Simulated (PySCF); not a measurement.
**KIn⁺ from Hartree–Fock to correlated methods**

State: ²Σ⁺ (doublet), unpaired electrons σ ↑. Set-up: K x2c-SVPall, In x2c-SVPall; spin-free X2C with a Gaussian nucleus (PySCF 2.14). De refers to K⁺ + In in their high-spin ground configurations, without counterpoise correction. The functionals are run spin-unrestricted. A positive dipole points towards In; it is taken about the centre of mass and depends on that origin.

| Level | Re (Å) | ωe (cm⁻¹) | De (eV) | μ (D) | CPU s a point (SCF and correlation, without the integrals) |
| --- | --- | --- | --- | --- | --- |
| UHF | 4.215 | 65.1 | 0.55 | -11.40 | 0.14 |
| UHF-MP2 | 4.120 | 68.7 | 0.59 | n/a | 0.23 |
| UHF-SCS-MP2 | 4.141 | 67.9 | 0.58 | n/a | n/a |
| UHF-CCSD | 4.128 | 69.0 | 0.59 | n/a | n/a |
| UHF-CCSD(T) | 4.123 | 69.2 | 0.59 | n/a | 2.2 |
| LDA | 3.994 | 66.1 | 0.76 | -9.54 | 0.19 |
| PBE | 4.128 | 62.2 | 0.72 | -9.71 | 0.33 |
| BLYP | 4.179 | 59.0 | 0.71 | -9.66 | 0.24 |
| r²SCAN | 4.112 | 65.5 | 0.62 | -10.68 | 0.41 |
| PBE0 | 4.087 | 65.6 | 0.67 | -10.20 | 0.79 |
| BHandHLYP | 4.068 | 67.0 | 0.64 | -10.42 | 0.31 |
| ωB97X | 3.956 | 73.7 | 0.59 | -10.68 | 1.1 |

Which functional lies closest to UHF-CCSD(T) in De, which farthest, and by how much do they differ from it?

Closest is ωB97X (-16.7 pm in Re, +6.5 % in ωe, +0.00 eV in De against UHF-CCSD(T) in the same basis), farthest LDA (-12.9 pm in Re, -4.5 % in ωe, +0.17 eV in De). CCSD(T) converges more slowly with the basis than the functionals do and binds too weakly in this one, so the order can change at the basis-set limit.

What does the step from GGA to meta-GGA do here, going from PBE to r²SCAN?

r²SCAN less PBE: -1.6 pm in Re, +5.3 % in ωe, -0.10 eV in De. 

What does second-order correlation do here, going from UHF to UHF-MP2?

UHF-MP2 less UHF: -9.5 pm in Re, +5.5 % in ωe, +0.04 eV in De. Correlation nearly always deepens the well. The bond shortens, as in weak, metallic or heavy-atom bonds, where dispersion and the correlation of outer-core electrons pull the atoms together.

Correlated steps freeze 23 core orbitals. Correlated levels converge slowly with the basis: in double zeta they bind strong bonds too weakly, by up to about 1 eV, and carry superposition errors of some tenths. These are scalar-relativistic numbers at best; spin–orbit coupling would shift them, the dissociation energy most. For an ion De counts to the pair picked by the measured ionisation energies or electron affinities, which need not be the lowest pair at this level. The state was picked by a PBE0 search and need not be the measured ground state.

The whole job (state search and all levels along the bond) took about 1.4 min on 1 thread of AMD EPYC 9R45 96-Core (shared host), peak memory 0.8 GiB.
